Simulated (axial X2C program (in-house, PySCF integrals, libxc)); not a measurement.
Low determinants of CaF⁻ at the PBE0 level, with spin–orbit coupling

All values were computed with an axial X2C code built on PySCF integrals. Two-component (2c) means X2C with spin–orbit coupling and atomic mean-field two-electron Coulomb and Gaunt terms. Basis: Ca dyall-acv3z [12s13p7d5f], F dyall-av3z [7s6p3d2f] (cores contracted in-house); Gaussian nuclei, density fitting, unrestricted open shells. Masses: Ca 39.963 u, F 18.998 u.

Search at 2.001 Å (vertical energies from the lowest determinant):

```json
{"ΔE (eV)": "0.00", "state": "Ω = 0", "electrons beyond evenly filled partner blocks": "none", "electrons in ±ω = 1/2, 3/2, 5/2, 7/2": "24 6 0 0"}
{"ΔE (eV)": "0.78", "state": "Ω = 2", "electrons beyond evenly filled partner blocks": "ω = 1/2, ω = 3/2", "electrons in ±ω = 1/2, 3/2, 5/2, 7/2": "23 7 0 0"}
{"ΔE (eV)": "0.97", "state": "Ω = 1", "electrons beyond evenly filled partner blocks": "2 × ω = 1/2", "electrons in ±ω = 1/2, 3/2, 5/2, 7/2": "24 6 0 0"}
{"ΔE (eV)": "1.02", "state": "Ω = 1", "electrons beyond evenly filled partner blocks": "ω = -1/2, ω = 3/2", "electrons in ±ω = 1/2, 3/2, 5/2, 7/2": "23 7 0 0"}
{"ΔE (eV)": "1.97", "state": "Ω = 3", "electrons beyond evenly filled partner blocks": "ω = 1/2, ω = 5/2", "electrons in ±ω = 1/2, 3/2, 5/2, 7/2": "23 6 1 0"}
{"ΔE (eV)": "2.16", "state": "Ω = 2", "electrons beyond evenly filled partner blocks": "ω = -1/2, ω = 5/2", "electrons in ±ω = 1/2, 3/2, 5/2, 7/2": "23 6 1 0"}
{"ΔE (eV)": "5.02", "state": "Ω = 4", "electrons beyond evenly filled partner blocks": "ω = 1/2, ω = 7/2", "electrons in ±ω = 1/2, 3/2, 5/2, 7/2": "23 6 0 1"}
```

Lowest determinant, Ω = 0 (closed shell): Re = 1.992 Å, ωe = 520.2 cm⁻¹.

The determinant in row 2 of the search, Ω = 2 (⟨Sz⟩ = 1.00, ⟨Lz⟩ = 1.00 at PBE0), was followed along the bond at PBE0; measured from the minimum of the lowest determinant it gives:

Te = 0.773 eV (6231 cm⁻¹), Re = 1.962 Å, ωe = 553.5 cm⁻¹.

Problem. Compare the bond of the determinant in row 2 with that of the lowest one.

Solution. At PBE0 its Re is 0.030 Å shorter and its force constant, which goes as ωe², is 1.13 times that of the lowest determinant. T0 ≈ Te + Δωe/2 = 6231 + (17) = 6248 cm⁻¹.

The search compares states at one distance, so a state with another bond length can lie lower; it is not exhaustive and yields mostly the lowest determinant of each block pattern, so other components and higher states of one pattern are missing. These are energies of single determinants, not of spin-adapted states; PBE0 term energies can be off by some tenths of an eV, and the functional has no current term. Open-shell Ω = 0 determinants with evenly filled partner blocks cannot be reached by this program, so the Ω shown need not be the lowest component. For an anion, determinants above electron detachment are held by the basis set. The highest occupied level of some functionals is positive through self-interaction error; at Hartree–Fock it is bound. Row 1 has a positive highest level at its minimum. Row 2 has a positive highest level at its minimum.
